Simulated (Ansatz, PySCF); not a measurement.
Dimer: NH3 (SMILES N) (first 4 atoms) with ClH3Si (SMILES [SiH3]Cl); geometry from B3LYP-D3(BJ)/def2-TZVP.
(charge 0, multiplicity 1):
```
atom    x (Å)    y (Å)    z (Å)
----  -------  -------  -------
N     -0.0938  -0.0748   0.3117
H     -0.3093   0.8987   0.4935
H      0.5287  -0.1116  -0.4873
H     -0.9614  -0.5283   0.0487
Si     0.4322  -1.0370   3.2046
Cl    -1.3224   0.0647   3.3659
H      0.7146  -1.5119   4.5791
H      1.5363  -0.1711   2.7619
H      0.2206  -2.2017   2.3308
```

Counterpoise-corrected where a basis set is named; no monomer relaxation. Rows marked so take none.

Rows in 6-311+G**, 6-31G* carry no dispersion term and start afresh at each structure (6-31G* with six Cartesian d functions). MP2/6-31G* freezes PySCF's default core.

Run with Ansatz (a first-principles code); PySCF for 6-311+G** rows, 6-31G* rows, the dispersion terms. Values without a source in brackets are computed.

Q: One of these levels gives -3.74 kcal/mol for the interaction energy. Name it.
A) PBE-D3(BJ)/def2-TZVPPD
B) B3LYP/6-311+G** (no counterpoise)
C) MP2/6-31G*
D) HF/aug-cc-pV(D+d)Z

A: A, PBE-D3(BJ)/def2-TZVPPD. The others give -0.71 (HF/aug-cc-pV(D+d)Z), -2.42 (B3LYP/6-311+G** (no counterpoise)), -2.74 (MP2/6-31G*)
